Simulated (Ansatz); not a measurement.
CH5AlFNS, SMILES `C[S][Al]([NH2])[F]`, relaxed with RKS PBE-D4/def2-SVP in the Gaussian-basis code of Ansatz from a rough embedded geometry. The force threshold is 0.03 eV/Å; the program also tests the step.

Charge 0, multiplicity 1.

Start:

```xyz
10

C     1.527    0.982   -0.309
S     0.790    0.611    1.362
Al   -1.215    0.001    0.514
N    -1.574   -1.754   -0.097
F    -2.529    1.243    0.265
H     0.987    1.828   -0.742
H     2.579    1.345   -0.102
H     1.530    0.123   -0.907
H    -1.332   -2.358    0.773
H    -0.764   -2.020   -0.757
```

Question: How much energy does the relaxation release, and in how many steps? (Estimate.)

Answer: The calculation gave: 1.14 eV, in 27 steps, 1 of them rejected.

Question: Which bonds change most? (Estimate.)

Answer: The calculation gave: Al3–F5 from 1.825 to 1.684 Å; Al3–N4 from 1.893 to 1.771 Å; S2–Al3 from 2.261 to 2.183 Å; N4–H9 from 1.087 to 1.022 Å.

Question: Give the relaxed structure. (Best estimate.)

Answer: The calculation gave: 
```xyz
10

C     1.679    1.374   -0.193
S     1.321   -0.299    0.511
Al   -0.800   -0.456    0.020
N    -1.775   -1.889    0.384
F    -1.521    0.862   -0.740
H     0.764    1.860   -0.580
H     2.117    2.003    0.607
H     2.412    1.267   -1.015
H    -1.424   -2.741    0.826
H    -2.772   -1.980    0.181
```
